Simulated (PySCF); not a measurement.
**SMILES CB(C)/C=C/[O-], [C4H8BO]-, charge -1**

Geometry:
```
atom   x (Å)   y (Å)   z (Å)
  C1  -1.006  -1.177  -0.298
  B2  -0.223   0.183   0.065
  C3  -1.188   1.441   0.383
  C4   1.247   0.337   0.093
  C5   2.207  -0.638  -0.179
  O6   3.449  -0.529  -0.170
  H7  -1.762  -1.421   0.453
  H8  -0.351  -2.042  -0.388
  H9  -1.537  -1.079  -1.248
 H10  -1.699   1.778  -0.522
 H11  -1.972   1.190   1.102
 H12  -0.647   2.300   0.781
 H13   1.687   1.305   0.346
 H14   1.793  -1.648  -0.440
```

Total charge -1.

Method: PySCF 2.14.0, quadratic response B3LYP/def2-SVPD first hyperpolarisability, Taylor convention, gas phase. Geometry: GFN2-xTB.

For a gas-phase anion, states above the detachment energy (about 0.9 eV, taken as minus the energy of the highest occupied orbital) lie in the continuum and depend on the basis.

Q: Give the tensor of the static β(0;0,0) in the axes of these coordinates.

A: In au, Taylor convention; rows are the first index (the induced dipole):
```tsv
	xx	yy	zz	xy	xz	yz
x	+483.5	+66.3	+103.0	+37.2	+1.9	-12.2
y	+37.2	-60.3	-31.7	+66.3	-12.2	-0.5
z	+1.9	-0.5	-28.9	-12.2	+103.0	-31.7
```
Norm of βᵢ = ⅓ Σⱼ (βᵢⱼⱼ + βⱼᵢⱼ + βⱼⱼᵢ): 655.6 au, hyper-Rayleigh value 245.9 au.
